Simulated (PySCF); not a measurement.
Precursor series Nb F-NH2. Gas-phase values, no solvent. One relaxed conformer stands for each flexible species; it need not be the lowest.

These are PySCF with B3LYP-D3(BJ)/def2-TZVP // r2SCAN-D4/def2-SVP values and carry that method's errors. B3LYP has the VWN-RPA correlation part, as in Gaussian. 

```json
[
 {"species": "0 of 5 F replaced by NH2 ([Nb(F)5])", "HOMO–LUMO gap (eV)": "[?]", "charge on the central atom (Mulliken) (e)": "2.04", "mean distance from the central atom to its bonded neighbours (Å)": "1.853", "LUMO (eV)": "-3.80"},
 {"species": "2 of 5 F replaced by NH2 ([Nb(F)3(NH2)2])", "HOMO–LUMO gap (eV)": "[?]", "charge on the central atom (Mulliken) (e)": "[?]", "mean distance from the central atom to its bonded neighbours (Å)": "1.914", "LUMO (eV)": "-3.03"},
 {"species": "4 of 5 F replaced by NH2 ([Nb(F)(NH2)4])", "HOMO–LUMO gap (eV)": "5.47", "charge on the central atom (Mulliken) (e)": "[?]", "mean distance from the central atom to its bonded neighbours (Å)": "1.979", "LUMO (eV)": "-1.44"},
 {"species": "5 of 5 F replaced by NH2 ([Nb(NH2)5])", "HOMO–LUMO gap (eV)": "5.04", "charge on the central atom (Mulliken) (e)": "1.86", "mean distance from the central atom to its bonded neighbours (Å)": "2.012", "LUMO (eV)": "-1.15"}
]
```

Question: Some entries are withheld; supply them.

Answer: 
- 0 of 5 F replaced by NH2 ([Nb(F)5]), HOMO–LUMO gap (eV): 8.20
- 2 of 5 F replaced by NH2 ([Nb(F)3(NH2)2]), HOMO–LUMO gap (eV): 4.79
- 2 of 5 F replaced by NH2 ([Nb(F)3(NH2)2]), charge on the central atom (Mulliken) (e): 1.94
- 4 of 5 F replaced by NH2 ([Nb(F)(NH2)4]), charge on the central atom (Mulliken) (e): 1.88
